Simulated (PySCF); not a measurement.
**Krypton: a sound run and one with changed settings**

Sound run: Kr [Kr], Kr+ [Ar] 3d10 4s2 4p5. All numbers are calculated (PySCF 2.14, scalar relativity by spin-free X2C-1e, in aug-cc-pVDZ-DK (6s5p3d, 36 functions)). In the sound run the correlated levels freeze [Ar] 3d10. The sound run starts from symmetry-adapted Hartree-Fock orbitals and uses a fine grid where one is needed.

Changed run: a valence shell is frozen. This setting is unsound on purpose.

```json
{"species": "Kr", "method": "MP2", "sound run (hartree)": "-2788.18171", "changed run (hartree)": "-2788.15738", "converged": "yes"}
{"species": "Kr", "method": "CCSD(T)", "sound run (hartree)": "-2788.19429", "changed run (hartree)": "-2788.16725", "converged": "yes"}
{"species": "Kr+", "method": "MP2", "sound run (hartree)": "-2787.66800", "changed run (hartree)": "-2787.63715", "converged": "yes"}
{"species": "Kr+", "method": "CCSD(T)", "sound run (hartree)": "-2787.68371", "changed run (hartree)": "-2787.64733", "converged": "yes"}
```

Ionisation energy of Kr:

| method | sound run (eV) | changed run (eV) |
| --- | --- | --- |
| UHF | 13.180 | 13.180 |
| MP2 | 13.979 | 14.156 |
| SCS-MP2 | 13.900 | 14.113 |
| CCSD | 13.876 | 14.130 |
| CCSD(T) | 13.894 | 14.148 |

Freezing a valence shell removes pair correlation that changes on ionisation.

For comparison, NIST gives 14.000 eV between the lowest levels.
